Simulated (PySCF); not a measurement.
CH8FNSi2, SMILES NC[SiH2][SiH2]F. Heavy atoms are numbered as in [NH2:1][CH2:2][SiH2:3][SiH2:4][F:5]. Hydrogens are named by the atom that carries them.

Coordinates come from a B3LYP-D3(BJ)/def2-SVP optimisation. The structure was generated by enumeration, and PubChem lists no compound with its InChIKey, so it may never have been made. Other conformers were not sampled.

All values below come from B3LYP/def2-TZVP in PySCF.

Atomic charges (e), one atom of each kind:

```csv
atom,Mulliken,IAO
N1 (NH2),-0.47,-0.57
C2 (CH2),-0.22,-0.40
Si3 (SiH2),0.14,0.44
Si4 (SiH2),0.45,0.82
F5,-0.35,-0.55
H on N1,0.21,0.25
H on C2,0.13,0.15
H on Si3,-0.05,-0.12
H on Si4,-0.06,-0.14
```

Computed Mayer and Wiberg (Löwdin basis) orders of the bonds:
| bond | Mayer | Wiberg |
|---|---|---|
| N1–C2 | 1.00 | 1.46 |
| C2–Si3 | 1.00 | 1.16 |
| Si3–Si4 | 0.92 | 1.10 |
| Si4–F5 | 1.02 | 1.67 |
